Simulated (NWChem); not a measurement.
System: C₃H₄O₂; SMILES O1C=COC1

Output (shortened):

```
             Northwest Computational Chemistry Package (NWChem) 7.3.0
             --------------------------------------------------------

 CS  symmetry detected

                             Geometry "geometry" -> ""
                             -------------------------

 Output coordinates in angstroms (scale by  1.889725989 to convert to a.u.)

  No.       Tag          Charge          X              Y              Z
 ---- ---------------- ---------- -------------- -------------- --------------
    1 C                    6.0000    -0.98171881    -0.02668298    -0.66518900
    2 C                    6.0000    -0.98171881    -0.02668298     0.66518900
    3 O                    8.0000     0.31389593     0.09430247     1.15071550
    4 C                    6.0000     1.13711283    -0.09592502     0.00000000
    5 O                    8.0000     0.31389593     0.09430247    -1.15071550
    6 H                    1.0000    -1.77500198    -0.06285529    -1.39480050
    7 H                    1.0000    -1.77500198    -0.06285529     1.39480050
    8 H                    1.0000     1.94833096     0.63740190     0.00000000
    9 H                    1.0000     1.53728688    -1.12478503     0.00000000

 Effective nuclear repulsion energy (a.u.)     177.6828790824

      Symmetry information
      --------------------

 Group name             Cs
 Group number              2
 Group order               2
 No. of unique centers     6

  pbe96 is a nonlocal functional; adding pw91lda local functional.

                                 NWChem DFT Module
                                 -----------------

 Summary of "ao basis" -> "ao basis" (spherical)
 ------------------------------------------------------------------------------
       Tag                 Description            Shells   Functions and Types
 ---------------- ------------------------------  ------  ---------------------
 C                          def2-svp                 6       14   3s2p1d
 O                          def2-svp                 6       14   3s2p1d
 H                          def2-svp                 3        5   2s1p

      Symmetry analysis of basis
      --------------------------

        a'         51
        a"         39

            General Information
            -------------------
          SCF calculation type: DFT
          Wavefunction type:  closed shell.
          No. of atoms     :     9
          No. of electrons :    38
           Alpha electrons :    19
            Beta electrons :    19
          Charge           :     0
          Spin multiplicity:     1
          Use of symmetry is: on ; symmetry adaption is: on
          Maximum number of iterations: 150
          AO basis - number of functions:    90
                     number of shells:    42
          Convergence on energy requested:  1.00D-06
          Convergence on density requested:  1.00D-05
          Convergence on gradient requested:  5.00D-04

              XC Information
              --------------
                     Hartree-Fock (Exact) Exchange  1.000
                     LC-wPBE(h)Exchange Functional  1.000
            Perdew 1991 LDA Correlation Functional  1.000 local
           PerdewBurkeErnz. Correlation Functional  1.000 non-local

           Range-Separation Parameters
           ---------------------------
           Alpha           :  0.00
           Beta            :  1.00
           Gamma           :  0.20
           Short-Range HF  :     F

             Grid Information
             ----------------
          Grid used for XC integration:  medium
          Radial quadrature: Mura-Knowles
          Angular quadrature: Lebedev.
          Tag              B.-S. Rad. Rad. Pts. Rad. Cut. Ang. Pts.
          ---              ---------- --------- --------- ---------
          C                   0.70       49          10.0       434
          O                   0.60       49           9.0       434
          H                   0.35       45          11.0       434
          Grid pruning is: on
          Number of quadrature shells:   282
          Spatial weights used:  Erf1

      Superposition of Atomic Density Guess
      -------------------------------------

 Sum of atomic energies:        -264.25385536

      Non-variational initial energy
      ------------------------------

 Total energy =    -266.999554
 1-e energy   =    -712.072553
 2-e energy   =     267.390120
 HOMO         =      -0.212137
 LUMO         =       0.068326

      Symmetry analysis of molecular orbitals - initial
      -------------------------------------------------

  Numbering of irreducible representations:

     1 a'          2 a"

  Orbital symmetries:

     1 a'          2 a"          3 a'          4 a"          5 a'
     6 a'          7 a"          8 a'          9 a'         10 a"
    11 a'         12 a'         13 a"         14 a'         15 a"
    16 a"         17 a'         18 a'         19 a'         20 a"
    21 a'         22 a"         23 a'         24 a'         25 a"
    26 a'         27 a'         28 a"         29 a"

   convergence    iter        energy       DeltaE   RMS-Dens  Diis-err
 ---------------- ----- ----------------- --------- --------- ---------
 d= 0,ls=0.0,diis     1   -266.5671587878 -4.44D+02  1.05D-02  8.19D-01
 d= 0,ls=0.0,diis     2   -266.5917598388 -2.46D-02  5.23D-03  7.29D-01
 d= 0,ls=0.0,diis     3   -266.6563958992 -6.46D-02  1.30D-03  4.14D-02
 d= 0,ls=0.0,diis     4   -266.6597774547 -3.38D-03  4.54D-04  3.93D-03
 d= 0,ls=0.0,diis     5   -266.6601704115 -3.93D-04  9.26D-05  7.10D-05
  Resetting Diis
 d= 0,ls=0.0,diis     6   -266.6601795216 -9.11D-06  3.81D-05  1.22D-05
 d= 0,ls=0.0,diis     7   -266.6601810696 -1.55D-06  1.20D-05  4.23D-07
 d= 0,ls=0.0,diis     8   -266.6601811191 -4.94D-08  3.94D-06  2.88D-07

         Total DFT energy =     -266.660181119059
      One electron energy =     -715.105912581751
           Coulomb energy =      305.404889521343
    Exchange-Corr. energy =      -34.642037141023
 Nuclear repulsion energy =      177.682879082373

 Numeric. integr. density =       38.000003117091

                  Occupations of the irreducible representations
                  ----------------------------------------------

                     irrep           alpha         beta
                     --------     --------     --------
                     a'               12.0         12.0
                     a"                7.0          7.0

                       DFT Final Molecular Orbital Analysis
                       ------------------------------------

 Vector   17  Occ=2.000000D+00  E=-4.158011D-01  Symmetry=a'
              MO Center=  1.5D-01, -7.1D-02,  8.5D-15, r^2= 2.7D+00
   Bfn.  Coefficient  Atom+Function         Bfn.  Coefficient  Atom+Function
  ----- ------------  ---------------      ----- ------------  ---------------
     5      0.287585  1 C  py                19      0.287585  2 C  py
    47     -0.279238  4 C  py                86      0.239637  9 H  s
    81     -0.227674  8 H  s                 33      0.187313  3 O  py
    61      0.187313  5 O  py                 8      0.164492  1 C  py
    22      0.164492  2 C  py                36      0.119940  3 O  py

 Vector   18  Occ=2.000000D+00  E=-3.951265D-01  Symmetry=a"
              MO Center=  2.2D-01,  2.2D-02,  1.2D-14, r^2= 2.1D+00
   Bfn.  Coefficient  Atom+Function         Bfn.  Coefficient  Atom+Function
  ----- ------------  ---------------      ----- ------------  ---------------
    33      0.335134  3 O  py                61     -0.335134  5 O  py
    34     -0.290509  3 O  pz                62     -0.290509  5 O  pz
    36      0.237137  3 O  py                64     -0.237137  5 O  py
    37     -0.201606  3 O  pz                65     -0.201606  5 O  pz
     5     -0.112804  1 C  py                19      0.112804  2 C  py

 Vector   19  Occ=2.000000D+00  E=-2.603747D-01  Symmetry=a'
              MO Center= -1.7D-01, -2.7D-02,  4.6D-15, r^2= 2.4D+00
   Bfn.  Coefficient  Atom+Function         Bfn.  Coefficient  Atom+Function
  ----- ------------  ---------------      ----- ------------  ---------------
    33      0.355535  3 O  py                61      0.355535  5 O  py
     5     -0.305756  1 C  py                19     -0.305756  2 C  py
    36      0.286998  3 O  py                64      0.286998  5 O  py
     8     -0.208869  1 C  py                22     -0.208869  2 C  py
    86      0.178752  9 H  s                 87      0.178328  9 H  s

 Vector   20  Occ=0.000000D+00  E= 8.835533D-02  Symmetry=a"
              MO Center= -8.5D-01, -3.5D-02, -8.4D-16, r^2= 2.2D+00
   Bfn.  Coefficient  Atom+Function         Bfn.  Coefficient  Atom+Function
  ----- ------------  ---------------      ----- ------------  ---------------
     8      0.618486  1 C  py                22     -0.618486  2 C  py
     5      0.451278  1 C  py                19     -0.451278  2 C  py
    36      0.201816  3 O  py                64     -0.201816  5 O  py
    33      0.180968  3 O  py                61     -0.180968  5 O  py
    51     -0.156831  4 C  pz                31      0.107190  3 O  s

 Vector   21  Occ=0.000000D+00  E= 1.477438D-01  Symmetry=a'
              MO Center=  1.0D+00, -1.8D-01,  2.5D-14, r^2= 6.6D+00
   Bfn.  Coefficient  Atom+Function         Bfn.  Coefficient  Atom+Function
  ----- ------------  ---------------      ----- ------------  ---------------
    45      1.809009  4 C  s                 82     -1.344882  8 H  s
    87     -1.259392  9 H  s                 72     -0.682223  6 H  s
    77     -0.682223  7 H  s                 49      0.592901  4 C  px
     7     -0.303759  1 C  px                21     -0.303759  2 C  px
     3      0.292394  1 C  s                 17      0.292394  2 C  s

 Vector   22  Occ=0.000000D+00  E= 1.609130D-01  Symmetry=a'
              MO Center= -1.1D+00, -1.7D-01,  6.8D-14, r^2= 7.2D+00
   Bfn.  Coefficient  Atom+Function         Bfn.  Coefficient  Atom+Function
  ----- ------------  ---------------      ----- ------------  ---------------
    72      1.353933  6 H  s                 77      1.353933  7 H  s
     3     -0.874895  1 C  s                 17     -0.874895  2 C  s
    45      0.824490  4 C  s                 87     -0.798553  9 H  s
    82     -0.678132  8 H  s                 49      0.517493  4 C  px
     7      0.466604  1 C  px                21      0.466604  2 C  px

     Multipole analysis of the density
     ---------------------------------

     L   x y z        total         alpha         beta         nuclear
     -   - - -        -----         -----         ----         -------
     0   0 0 0     -0.000000    -19.000000    -19.000000     38.000000

     1   1 0 0     -0.180268     -0.090134     -0.090134     -0.000000
     1   0 1 0     -0.128639     -0.064320     -0.064320      0.000000
     1   0 0 1      0.000000      0.000000      0.000000      0.000000

     2   2 0 0    -17.507801    -68.319993    -68.319993    119.132185
     2   1 1 0      0.033322      0.249879      0.249879     -0.466437
     2   1 0 1      0.000000      0.000000      0.000000      0.000000
     2   0 2 0    -22.120734    -14.426747    -14.426747      6.732759
     2   0 1 1     -0.000000     -0.000000     -0.000000      0.000000
     2   0 0 2    -23.114020    -65.813962    -65.813962    108.513904

                                 NWChem DFT Module
                                 -----------------

      Symmetry analysis of basis
      --------------------------

        a'         51
        a"         39

            General Information
            -------------------
          SCF calculation type: DFT
          Wavefunction type:  spin polarized.
          No. of atoms     :     9
          No. of electrons :    37
           Alpha electrons :    19
            Beta electrons :    18
          Charge           :     1
          Spin multiplicity:     2
          Use of symmetry is: on ; symmetry adaption is: on
          Maximum number of iterations: 150
          This is a Direct SCF calculation.
          AO basis - number of functions:    90
                     number of shells:    42
          Convergence on energy requested:  1.00D-06
          Convergence on density requested:  1.00D-05
          Convergence on gradient requested:  5.00D-04

              XC Information
              --------------
                     Hartree-Fock (Exact) Exchange  1.000
                     LC-wPBE(h)Exchange Functional  1.000
            Perdew 1991 LDA Correlation Functional  1.000 local
           PerdewBurkeErnz. Correlation Functional  1.000 non-local

           Range-Separation Parameters
           ---------------------------
           Alpha           :  0.00
           Beta            :  1.00
           Gamma           :  0.20
           Short-Range HF  :     F

             Grid Information
             ----------------
          Grid used for XC integration:  medium
          Radial quadrature: Mura-Knowles
          Angular quadrature: Lebedev.
          Tag              B.-S. Rad. Rad. Pts. Rad. Cut. Ang. Pts.
          ---              ---------- --------- --------- ---------
          C                   0.70       49          10.0       434
          O                   0.60       49           9.0       434
          H                   0.35       45          11.0       434
          Grid pruning is: on
          Number of quadrature shells:   282
          Spatial weights used:  Erf1

      Superposition of Atomic Density Guess
      -------------------------------------

 Sum of atomic energies:        -264.25385536

 Renormalizing density from      38.00 to     37

      Non-variational initial energy
      ------------------------------

 Total energy =    -262.148793
 1-e energy   =    -693.333802
 2-e energy   =     253.502129
 HOMO         =      -0.549565
 LUMO         =      -0.251216

   Symmetry analysis of molecular orbitals - initial alpha
   -------------------------------------------------------

  Numbering of irreducible representations:

     1 a'          2 a"

  Orbital symmetries:

     1 a'          2 a"          3 a'          4 a"          5 a'
     6 a'          7 a"          8 a'          9 a'         10 a"
    11 a'         12 a'         13 a'         14 a"         15 a"
    16 a"         17 a'         18 a'         19 a'         20 a"
    21 a'         22 a"         23 a'         24 a'         25 a'
    26 a"         27 a'         28 a"         29 a"

   Symmetry analysis of molecular orbitals - initial beta
   ------------------------------------------------------

  Numbering of irreducible representations:

     1 a'          2 a"

  Orbital symmetries:

     1 a'          2 a"          3 a'          4 a"          5 a'
     6 a'          7 a"          8 a'          9 a'         10 a"
    11 a'         12 a'         13 a'         14 a"         15 a"
    16 a"         17 a'         18 a'         19 a'         20 a"
    21 a'         22 a"         23 a'         24 a'         25 a'
    26 a"         27 a'         28 a"         29 a"

[...]
```

Level: LC-wPBE (HJS exchange hole, range parameter 0.2 per bohr)/def2-SVP, vertical spin-unrestricted ions. Geometry: optimised at B3LYP/6-31G* (spherical d).

**Question.** Which NWChem input produces such a log?

**Answer.** Several could match; the one computed here: the input that was run:
```
start job
memory heap 200 mb stack 900 mb global 1100 mb
geometry units angstroms noautoz
  C     -0.665191    -0.048010    -0.975761
  C      0.665187    -0.048011    -0.975764
  O      1.150716     0.074711     0.319690
  C     -0.000001    -0.114414     1.143160
  O     -1.150715     0.074710     0.319688
  H     -1.394799    -0.085245    -1.768998
  H      1.394802    -0.085246    -1.768995
  H      0.000001     0.619999     1.953395
  H      0.000001    -1.142737     1.544712
end
basis spherical
  C library def2-svp
  O library def2-svp
  H library def2-svp
end
dft
  xc xwpbe 1.00 cpbe96 1.0 hfexch 1.00
  cam 0.2 cam_alpha 0.0 cam_beta 1.0
  iterations 150
  vectors input atomic output neutral.movecs
end
task dft energy
charge 1
dft
  odft
  mult 2
  vectors input atomic output cation.movecs
end
task dft energy
```
